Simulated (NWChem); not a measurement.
## Correlation energy of HFSi

```xyz
3

Si    -0.4560     0.4037     0.0000
H      0.5537     1.5754     0.0000
F      0.6478    -0.8030     0.0000
```
Charge 0, spin multiplicity 1.

The numbers come from NWChem runs, not from measurements. All single points use one geometry, from PBE0/def2-SVP, a minimum by its harmonic frequencies.

Basis set: def2-TZVP. Each correlation energy counts from its own Hartree-Fock reference.

The correlated methods keep 6 core orbitals frozen. The structure started from a generated list of species. Coupled-cluster values serve here as a point of comparison, not as the truth.

Q: One of these methods gave a correlation energy of -348.9 mHa. Which?
A) CCSD
B) CCSD+T(CCSD)
C) CR-CCSD[T]
D) MP2

A: D, MP2. The others give -377.4 (CR-CCSD[T]), -367.6 (CCSD), -379.6 (CCSD+T(CCSD)).
